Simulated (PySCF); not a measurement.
## Working out the ionisation energy of N²⁺

N²⁺ [He] 2s2 2p1 (2P) → N³⁺ [He] 2s2 (1S). Computed with PySCF 2.14 in cc-pV5Z, with the non-relativistic Hamiltonian (point nucleus). Frozen: 1s2. Energies in hartree (1 hartree = 27.21139 eV):

```tsv
part	N²⁺ (lower)	N³⁺ (upper)
UHF	-52.820481	-51.082150
MP2 opposite-spin	-0.058543	-0.053619
MP2 same-spin	-0.004173	0.000000
```

Problem. What does Hartree-Fock give?

Solution. (-51.082150) − (-52.820481) = 1.738331 hartree = 47.302 eV.

Problem. What do MP2 and SCS-MP2 (6/5 opposite-spin, 1/3 same-spin) give?

Solution. The opposite-spin parts differ by 0.134 eV and the same-spin parts by 0.114 eV. MP2: 47.302 + (0.134) + (0.114) = 47.550 eV. SCS-MP2: 47.302 + 1.2 × (0.134) + (0.114)/3 = 47.501 eV.

A first-order spin-orbit estimate adds 0.015 eV to MP2 (valence), giving 47.565 eV against 47.445 eV (semi-empirical (NIST evaluation); NIST Atomic Spectra Database, ionization energies).

What remains against the reference includes basis incompleteness, the frozen core and correlation beyond second order.
